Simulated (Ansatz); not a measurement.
Worked example: GaH(SH)2 + CH6FSi2 → Ga(SH)2 + CH7FSi2

Gas-phase species: GaH(SH)2, singlet; CH6FSi2 `F[SiH2]C[SiH2]`, doublet; Ga(SH)2, doublet; CH7FSi2 `F[SiH2]C[SiH3]`, singlet. A radical takes H: the energy is the difference in strength between the Ga–H bond broken and the Si–H bond made.

Shapes, held fixed at every level: PBE0-D4/def2-TZVP. Flexible molecules stand in one conformer, not always the lowest. Programs: Ansatz 0.2.0. Electronic energies: no zero-point or thermal term.

At CCSD(T)/def2-TZVPP; 1 Eh = 2625.50 kJ/mol:

| species | energy (Eh) |
| --- | --- |
| GaH(SH)2 | -2720.806140 |
| CH6FSi2 | -719.507515 |
| Ga(SH)2 | -2720.173850 |
| CH7FSi2 | -720.160953 |

Question: Work out ΔE of the reaction at this level.

Answer: 
1. Products less reactants: (-2720.173850) + (-720.160953) − [(-2720.806140) + (-719.507515)] = -0.021148 Eh = -55.5 kJ/mol.

Other levels give -65.7 (wB97M-V/def2-TZVPP) to -54.6 kJ/mol (MP2/def2-TZVPP). No measured value is set beside it here. Open shells run unrestricted. Relativity is left out for Ga. Outer-core shells of Ga are correlated, in sets that cover them unevenly.
